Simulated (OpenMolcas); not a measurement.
**Pd+: effect of the basis set**

```yaml
Program: OpenMolcas 26.06
Method: "SS-CASPT2, IPEA 0.25 Eh, imaginary shift 0.1 Eh (closed shells correlated: 4s 4p)"
Active_space: 9 electrons in 6 orbitals (4d 5s)
State_averaging: 2S+1 = 2 even, 29 roots; 2S+1 = 4 even, 10 roots kept (CI in the orbitals of an earlier block)
Spin-orbit_coupling: state interaction with AMFI integrals over the reference wave functions, term energies averaged over their components
```

A. ANO-R1 [6s4p3d1f], X2C, finite nucleus; CASPT2 step roughly 7 core-seconds
B. ANO-RCC-VDZP [6s5p3d1f], DKH2, point nucleus; CASPT2 step about 4 core-seconds
C. ANO-R2 [7s5p4d2f1g], X2C, finite nucleus; CASPT2 step of the order of 9 core-seconds
D. ANO-RCC-VTZP [7s6p4d2f1g], DKH2, point nucleus; CASPT2 step roughly 11 core-seconds
E. ANO-R3 [8s6p5d3f2g1h], X2C, finite nucleus; CASPT2 step roughly 25 core-seconds
F. ANO-RCC-VQZP [8s7p5d3f2g1h], DKH2, point nucleus; CASPT2 step roughly 50 core-seconds

Energies in eV above 4d9 2D 5/2, the measured ground level; measured values from NIST Handbook of Basic Atomic Spectroscopic Data.

| Level | A | B | C | D | E | F | Measured |
| --- | --- | --- | --- | --- | --- | --- | --- |
| 4d9 2D 5/2 | 0.0000 | 0.0000 | 0.0000 | 0.0000 | 0.0000 | 0.0000 | 0.0000 |
| 4d9 2D 3/2 | 0.461 | 0.470 | 0.447 | 0.447 | 0.450 | 0.450 | 0.4388 |
| 4d8 5s 4F 9/2 | 3.066 | 3.131 | 2.821 | 2.929 | 2.881 | 3.021 | 3.1101 |
| 4d8 5s 4F 7/2 | 3.312 | 3.373 | 3.055 | 3.161 | 3.118 | 3.256 | 3.3596 |
| 4d8 5s 4F 5/2 | 3.534 | 3.604 | 3.274 | 3.381 | 3.338 | 3.476 | 3.5868 |
| 4d8 5s 4F 3/2 | 3.659 | 3.731 | 3.395 | 3.502 | 3.459 | 3.597 | 3.7131 |
| 4d8 5s 2F 7/2 | 3.999 | 3.969 | 3.667 | 3.752 | 3.743 | 3.858 | 4.0023 |
| 4d8 5s 2F 5/2 [64 %] | 4.281 | 4.266 | 3.937 | 4.029 | 4.013 | 4.129 | 4.2681 |
| 4d8 5s 4P 5/2 [60 %] | 4.602 | 4.639 | 4.207 | 4.316 | 4.294 | 4.415 |  |
| 4d8 5s 4P 1/2 | 4.976 | 5.042 | 4.536 | 4.657 | 4.632 | 4.756 |  |
| 4d8 5s 2D 5/2 [59 %] | 5.105 | 5.151 | 4.739 | 4.845 | 4.815 | 4.934 |  |
| 4d8 5s 2P 3/2 | 5.571 | 5.572 | 5.076 | 5.168 | 5.157 | 5.271 |  |
| 4d8 5s 2P 1/2 | 5.673 | 5.670 | 5.154 | 5.244 | 5.237 | 5.350 |  |
| 4d8 5s 2G 9/2 | 5.701 | 5.728 | 5.234 | 5.353 | 5.301 | 5.411 |  |
| 4d8 5s 2G 7/2 | 5.705 | 5.732 | 5.238 | 5.358 | 5.306 | 5.416 |  |

Deviations, from unrounded energies. A percentage is the sum of absolute deviations over the sum of measured energies, with the sign that they share, or ± where signs differ.

```json
{"Against measurement": "mean absolute deviation (cm-1)", "Levels": "7", "A": "270", "B": "160", "C": "2200", "D": "1500", "E": "1700", "F": "820"}
{"Against measurement": "fine structure of the ground term (%)", "Levels": "1", "A": "+5.1", "B": "+7.1", "C": "+1.8", "D": "+1.8", "E": "+2.6", "F": "+2.5"}
{"Against measurement": "other configurations (%)", "Levels": "6", "A": "±1.0", "B": "±0.5", "C": "-8.6", "D": "-5.8", "E": "-6.8", "F": "-3.2"}
```

B lies closest to measurement on these levels and C furthest from it. The largest miss of B in the table is 4d8 5s 2F 7/2, by -270 cm-1. The ranking rests on the paired levels alone, and a cruder setting can come out closer through cancelling errors.

The two smallest mean deviations differ by little beside CASPT2's spread within terms, so their order carries little weight.

Among A to F the level of the table that moves most is 4d8 5s 2P 1/2, by 4200 cm-1 (lowest in C, highest in A). Moves below CASPT2's spread within the term are not significant.

CASPT2 breaks the degeneracy within a term, and the mean is taken; among the terms shown or strongly mixed into the levels shown the widest spread is 840 cm-1 (4d8 5s 4F, C). Terms from blocks run as CI alone lack orbitals of their own. A single d shell beside an s shell can misplace configurations of different d count against each other. Computed and measured levels are paired by configuration, term and J; levels that our copy of the source lacks, or whose pairing is in doubt (as where it misses far off the trend of its configuration), stay unpaired and out of the deviations. Only configurations of the active space appear. The table leaves out levels that lie high or whose names do not pair safely across all columns.

A share in square brackets marks a mixed level and gives the weight of the term that names it, the lowest over the columns.
